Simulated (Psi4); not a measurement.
Donor–acceptor adduct: BH3 (SMILES B) (first 4 atoms) with H2S (SMILES S); geometry from B3LYP-D3(BJ)/def2-TZVP.
(charge 0, multiplicity 1):
```xyz
7

B     -0.449    -0.325     0.670
H      0.406    -0.887     0.038
H     -1.248    -1.057     1.191
H     -0.879     0.690     0.202
S      0.628     0.229     2.297
H     -0.201     1.071     2.942
H      1.392     1.235     1.832
```

The numbers are results of SAPT0/jun-cc-pV(D+d)Z run with Psi4, not measurements.

**Question.** Which attractive term is largest, and how does the interaction split up?

**Answer.** electrostatics -195.0, exchange 360.2, induction -204.0, dispersion -55.2, total -94.0 kJ/mol; the largest attraction is induction.
